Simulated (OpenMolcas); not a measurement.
**Os4+: effect of the IPEA shift**

- Program: OpenMolcas 26.06
- Basis: ANO-RCC-VTZP [8s7p5d3f2g1h]
- Scalar Hamiltonian: DKH2, point nucleus
- Active space: 10 electrons in 8 orbitals (RAS1 5p, at most 2 holes; RAS2 5d)
- State averaging: 2S+1 = 5 even, 5 roots; 2S+1 = 3 even, 45 roots; 2S+1 = 1 even, 50 roots
- Spin-orbit coupling: state interaction with AMFI integrals over the reference wave functions, term energies averaged over their components

Methods on the same reference wave functions:
A. RASSCF
B. MS-RASPT2, IPEA 0 Eh, imaginary shift 0.1 Eh (closed shells correlated: 5s)
C. MS-RASPT2, IPEA 0.25 Eh, imaginary shift 0.1 Eh (closed shells correlated: 5s)

Energies in cm⁻¹ above 5d⁴ ⁵D₀, the measured ground level; measured values from the list in Palmeri et al., Atoms 14, 22 (2026).

```
            Level      A      B      C  Measured
   5d⁴ ⁵D₀ [62 %]    0.0    0.0    0.0       0.0
          5d⁴ ⁵D₁   4132   4640   4420      4311
          5d⁴ ⁵D₂   7970   8630   8320      8083
          5d⁴ ⁵D₃  11135  11640  11380     11018
   5d⁴ ⁵D₄ [66 %]  13523  13540  13450     12966
5d⁴ ³P₀(1) [50 %]  20027  19010  19330          
   5d⁴ ³H₄ [56 %]  23365  21320  21460     20374
   5d⁴ ³G₃ [58 %]  27400  25020  25360     23942
       5d⁴ ³P₁(1)  27505  25400  26060     24680
5d⁴ ³F₂(1) [67 %]  27964  25350  25950          
          5d⁴ ³H₅  28983  26370  26650     25344
   5d⁴ ³H₆ [74 %]  31603  28710  28920     27669
          5d⁴ ³G₅  41226  38530  38840     37016
          5d⁴ ³D₁  43056  40090  40630     38536
   5d⁴ ¹I₆ [74 %]  44379  40770  40860     39284
5d⁴ ¹S₀(1) [75 %]  48134  45970  46530          
   5d⁴ ¹F₃ [64 %]  53182  48510  48930     46549
5d⁴ ³P₂(2) [65 %]  56433  52280  52790          
5d⁴ ³F₄(2) [54 %]  59247  56000  56150          
5d⁴ ³F₂(2) [60 %]  62131  57590  58070          
       5d⁴ ³F₃(2)  62807  58390  58710     55872
       5d⁴ ³P₁(2)  63391  58590  59300     55988
       5d⁴ ³P₀(2)  66583  61800  62590          
       5d⁴ ¹G₄(2)  67871  62460  62840
```

Deviations, from unrounded energies. A percentage is the sum of absolute deviations over the sum of measured energies, with the sign that they share, or ± where signs differ.

```json
{"Against measurement": "mean absolute deviation (cm-1)", "Levels": "15", "A": "3500", "B": "1200", "C": "1400"}
{"Against measurement": "fine structure of the ground term (%)", "Levels": "4", "A": "±2.7", "B": "+5.7", "C": "+3.3"}
{"Against measurement": "other terms of the ground configuration (%)", "Levels": "11", "A": "+13.1", "B": "+4.2", "C": "+5.2"}
```

B lies closest to measurement on these levels and A furthest from it. The largest miss of B in the table is 5d⁴ ³P₁(2), by +2600 cm-1. The ranking rests on the paired levels alone, and a cruder setting can come out closer through cancelling errors.

Between B and C the level of the table that moves most is 5d⁴ ³P₀(2), by 790 cm-1 (lowest in B, highest in C). Moves below CASPT2's spread within the term are not significant.

The mean deviations of B to C differ by less than CASPT2's widest spread within a term (1300 cm-1), so their order carries little weight.

From A to B the spin-free energies of the other terms of 5d⁴ shown, above ⁵D, scale by factors of 0.82 to 0.92, as is usual when dynamic correlation screens the repulsion within a d or f shell.

The lowest spin-free term lies below A's lowest term by 0.252 hartree in B, 0.246 hartree in C.

CASPT2 breaks the degeneracy within a term, and the mean is taken; among the terms shown or strongly mixed into the levels shown the widest spread is 1300 cm-1 (5d⁴ ¹I, C). Active for correlation alone: 5p; no level in the range computed is led by a configuration that opens it, so any true level of that kind is missing. Without dynamic correlation excited terms often stand tens of per cent too high (terms of higher spin than the ground term too low), and those without a measured partner can miss by more than the paired ones (holds for A). The CASPT2 spread within a term exceeds the gap to the next term for 5d⁴ ¹I and 5d⁴ ³D, so the order of their levels is uncertain (holds for B; C). Computed and measured levels are paired by configuration, term and J; levels that our copy of the source lacks, or whose pairing is in doubt (as where it misses far off the trend of its configuration), stay unpaired and out of the deviations. Levels of configurations outside the active space are missing. The table leaves out levels that lie high or whose names do not pair safely across all columns.

A share in square brackets marks a mixed level and gives the weight of the term that names it, the lowest over the columns. A number in round brackets counts repeated terms of one configuration in the order of the reference energies.
